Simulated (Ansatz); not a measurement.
Ansatz (a quantum-chemistry and plane-wave program) input:
A basis named .json is the Basis Set Exchange file of that set.

Ansatz 0.2 input:
```yaml
crystal:
  periodic: [false, false, false]
  atoms:
    - {symbol: O, position_ang: [1.51949972, -0.19014631, 0.06236824]}
    - {symbol: C, position_ang: [0.32979912, -0.04127022, 0.01353669]}
    - {symbol: C, position_ang: [-1.00244061, -0.54943688, -0.04873661]}
    - {symbol: C, position_ang: [-0.83702727, 0.77962319, -0.02676480]}
    - {symbol: H, position_ang: [-1.73980978, -1.33933751, -0.08892498]}
    - {symbol: H, position_ang: [-1.35817539, 1.72701145, -0.03823258]}
basis:
  gaussian:
    orbitals: aug-cc-pVTZ
    fitting: {mean_field: def2-universal-jkfit, correlation: aug-cc-pVTZ-RIFIT.json}
total_charge: 1
magnetization: {spin_polarized: true, initial_magnetization: 1}
correlation: {method: mp2, electrons: outside_noble_gas}
```

**Question.** Predict the final energy.

**Answer.** -189.92386 Eh (RI-MP2/aug-cc-pVTZ). The basis has 230 functions.

This state (charge 1, doublet) is run at the relaxed geometry of the species with charge 0 and multiplicity 1.
